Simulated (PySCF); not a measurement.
How methods differ on the ionisation energy of Cu+

Cu+ [Ar] 3d10 → Cu(2+) [Ar] 3d9 [3d3/2^4 3d5/2^5, M_J = 5/2], as a difference of total energies. Calculation: PySCF 2.14, in x2c-QZVPPall-2c (11s9p6d4f2g, 114 functions); the two-component X2C-1e Hamiltonian. Correlated levels: [Ne] frozen; the 8 highest virtual spinors dropped. "Screened" scales the spin-orbit matrix elements by Boettger's factors to mimic the two-electron term; Breit and QED terms are absent.

```csv
method,ionisation energy (eV)
GHF (spin-free),17.231
GMP2 (spin-free),21.456
GHF (screened spin-orbit),17.123
GMP2 (screened spin-orbit),21.346
```

Q: How much does correlation contribute at GMP2 (screened spin-orbit)?

A: 21.346 − (17.123) = 4.223 eV, measured against GHF (screened spin-orbit).

Errors of the correlated levels include the incompleteness of this basis and the frozen core.

For comparison: 20.292 eV (measured; NIST Atomic Spectra Database, ionization energies).
